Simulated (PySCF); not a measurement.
**Peak assignment**

Geometry (Å), atoms numbered from 1 in this order:
```xyz
29

Si    0.053    0.029    0.365
C    -0.036   -0.180    2.192
C     0.852   -1.296    2.736
H    -1.099   -0.362    2.423
H     0.228    0.793    2.637
H     0.741   -1.396    3.827
H     0.599   -2.268    2.286
H     1.917   -1.104    2.532
O     1.619    0.223   -0.248
C     2.392    1.250    0.149
C     3.700    1.287   -0.576
O     2.037    2.030    0.994
H     4.308    2.122   -0.211
H     3.514    1.394   -1.655
H     4.229    0.334   -0.434
O    -0.793    1.355   -0.241
C    -2.136    1.325   -0.292
C    -2.700    2.450   -1.095
O    -2.770    0.454    0.247
H    -3.790    2.481   -0.990
H    -2.429    2.279   -2.149
H    -2.246    3.403   -0.789
O    -0.441   -1.418   -0.336
C    -0.924   -1.581   -1.584
C    -1.402   -2.981   -1.814
O    -0.967   -0.689   -2.387
H    -1.705   -3.107   -2.859
H    -2.257   -3.175   -1.148
H    -0.613   -3.698   -1.549
```

- coordinates at the PBE0-D3(BJ)/def2-SVP level
- NMR shieldings at KT2/pcSseg-1/GIAO
- run in PySCF
- non-relativistic, averaged over atoms made equivalent by symmetry, fast rotation or ring inversion, single conformer, in vacuum

References, each an isolated molecule treated in the same way: TMS for ¹³C (183.22 ppm) and ¹H (31.18 ppm).

(1) Assign these signals to the numbered atoms. ¹³C{¹H} NMR (computed): δ 164.4, 21.4, 10.8, 7.3.

(2) Assign these signals to the numbered atoms. ¹H NMR (400 MHz, computed): δ 2.00 (s, 9H), 1.32 (q, 2H), 1.02 (t, 3H).

Answers

(1) 
164.4 → C10/C17/C24, carbon bonded to C, 2 O
21.4 → C11/C18/C25, carbon bonded to C, 3 H
10.8 → C2, carbon bonded to C, Si, 2 H
7.3 → C3, carbon bonded to C, 3 H

(2) 
```tsv
δ (ppm)	atoms	environment	reason
2.00	H13/H14/H15/H20/H21/H22/H27/H28/H29	hydrogen on a carbon bonded to C	–
1.32	H4/H5	hydrogen on a carbon bonded to C, Si	–
1.02	H6/H7/H8	hydrogen on a carbon bonded to C	–
```

Shifts are as computed. Against solution values, carbons near 30 ppm lie about +2 ppm off and those near 130 ppm about -5 ppm (rms about the fit 1.2 ppm; single classes can miss by 10 ppm). Of 1328 compounds with measured shifts, 309 miss one by over three times the rms of a fit or turn the order of signals round; such compounds aren't used in these exercises. Signals without a measured value on file couldn't be tested in this way. The averaged O atoms aren't alike in the static structure (σ from 87 to 108 ppm); the average presumes fast exchange among these sites. Multiplicities follow the n + 1 count of equivalent neighbours, as no J values were calculated; m marks all less simple cases, F and P coupling included.
